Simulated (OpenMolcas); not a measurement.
Ni3+ (d7) on a cation site of an ionic host was computed by CASSCF with the d shell active (OpenMolcas, ANO-RCC-VDZP on the metal). Its lowest spin-free states, and all those of the highest spin:

```csv
2S+1,Degeneracy,E (cm-1)
4,3,0.0
4,3,7281
2,2,14414
4,1,16071
2,3,20393
2,3,20948
4,3,25304
2,3,26299
2,1,27382
2,3,29628
2,3,31972
2,2,34521
```

**Question.** Is the site octahedral, tetrahedral or cube-like, axial, or of lower symmetry?

**Answer.** The states with 2S+1 = 4 have orbital degeneracies 3, 3, 1, 3. Threefold states need a cubic site. For d7 at this spin an octahedron puts the threefold T1 below the threefold T2 and a tetrahedron or cube puts the single A2 below the threefold T2, so the site is octahedral. The run had Ni3+ with its 6 nearest fluoride ions at 2.004 Å, on the Y site of Cs2NaYF6 (a = 9.075 Å, distance in the model lattice 2.178 Å). The rest of the host is ab initio model potentials to 7.6 Å, with orthogonalisation functions on the cations behind the ligands, and point charges beyond; the distance is set by hand and nothing relaxes. Ligand basis ANO-RCC-VDZP.

An orbital triplet at a regular site is open to Jahn-Teller coupling, which can distort the site and quench the lowest spin-orbit gaps and is left out. Without dynamic correlation the repulsion within the d shell is too large (B by tens of per cent), so at a given field states of lower spin stand too high. This shell can be high or low spin here, a state of another spin lies low, and with metal d orbitals alone active their balance is uncertain, so the ground spin may be wrong. Ligand-to-metal charge-transfer states are missing. With no ligand orbital active B as a rule stays too high, so bands that hang on it stand too high and its fall with covalency is understated. With metal d orbitals alone and no dynamic correlation 10Dq can be off by a tenth to a fifth, either way, in oxide and fluoride hosts. No measured value stands beside these numbers; the geometry was set by hand and not optimised.
